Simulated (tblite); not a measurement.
Isomers of C4H4N2O. Computed with GFN2-xTB (tblite): harmonic, unscaled wavenumbers at the GFN2-xTB geometry, gas phase. The method is semi-empirical: single wavenumbers can be off by several per cent or more. One conformer each.

Electronic energies: GFN2-xTB at the same geometries; isomer energies are rough at this level and their order can be wrong.

| SMILES | electronic energy, lowest = 0 (kcal/mol) |
| --- | --- |
| Oc1ccnnc1 | 1.0 |
| C=Cc1nnco1 | 3.8 |
| O=Cc1cc[nH]n1 | 0.9 |
| [H]/N=C/c1cocn1 | 0.0 |

Task: How do GFN2-xTB zero-point energies change the relative energies?

Result: 
```tsv
SMILES	ZPE (kcal/mol)	of it from modes above 1550 cm⁻¹	electronic (kcal/mol)	with ZPE, lowest = 0 (kcal/mol)	lowest mode (cm⁻¹)	rings
[H]/N=C/c1cocn1	48.7	20.5	0.0	0.0	113	1
O=Cc1cc[nH]n1	48.8	20.5	0.9	1.0	125	1
Oc1ccnnc1	48.6	18.2	1.0	0.9	191	1
C=Cc1nnco1	48.4	20.3	3.8	3.5	104	1
```

The zero-point energies span 0.4 kcal/mol, from `C=Cc1nnco1` to `O=Cc1cc[nH]n1`. The lowest isomer stays, but the order above it changes.

Task: What do entropy and thermal enthalpy add at 298.15 K and 1 bar (rigid rotor, harmonic oscillator, one conformer each)?

Result: 
| SMILES | point group | symmetry number | S (cal/(mol K)) | H − H(0) (kcal/mol) | ZPE + H − H(0) − TS (kcal/mol) |
| --- | --- | --- | --- | --- | --- |
| [H]/N=C/c1cocn1 | Cs | 1 | 76.7 | 4.19 | 30.1 |
| O=Cc1cc[nH]n1 | Cs | 1 | 76.6 | 4.21 | 30.2 |
| Oc1ccnnc1 | Cs | 1 | 74.6 | 4.02 | 30.3 |
| C=Cc1nnco1 | Cs | 1 | 76.8 | 4.23 | 29.7 |
